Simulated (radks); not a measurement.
Values are calculated unless marked as measured or tabulated.
Effect of the nuclear size on neutral argon, [Ar]. Code: a radial shooting solver on a logarithmic mesh with Libxc functionals. Model: Dirac Kohn-Sham, PBE, spin-unpolarised, spherical densities, finite nucleus; Fermi nuclear charge, rms radius 3.4274 fm. The rms radius is varied about that value; shifts are against it.

rms radius (fm) = 2.807: total energy shift (eV) -0.00613; density at nucleus (e/bohr^3) 4355; 1s1/2 shift (meV) -2.58; 2s1/2 shift (meV) -0.196
rms radius (fm) = 3.2457: total energy shift (eV) -0.00192; density at nucleus (e/bohr^3) 4342; 1s1/2 shift (meV) -0.808; 2s1/2 shift (meV) -0.061
rms radius (fm) = 3.4274: total energy shift (eV) 0; density at nucleus (e/bohr^3) 4337; 1s1/2 shift (meV) 0.000; 2s1/2 shift (meV) 0.000
rms radius (fm) = 3.7599: total energy shift (eV) 0.00378; density at nucleus (e/bohr^3) 4328; 1s1/2 shift (meV) 1.59; 2s1/2 shift (meV) 0.121
rms radius (fm) = 3.9621: total energy shift (eV) 0.00624; density at nucleus (e/bohr^3) 4324; 1s1/2 shift (meV) 2.63; 2s1/2 shift (meV) 0.199

Slopes of the eigenvalues against <r^2> in GHz/fm^2, as finite differences over the two radii next to the reference (eigenvalue slopes, not the field-shift constants of lines): 1s1/2 161, 2s1/2 12.2.
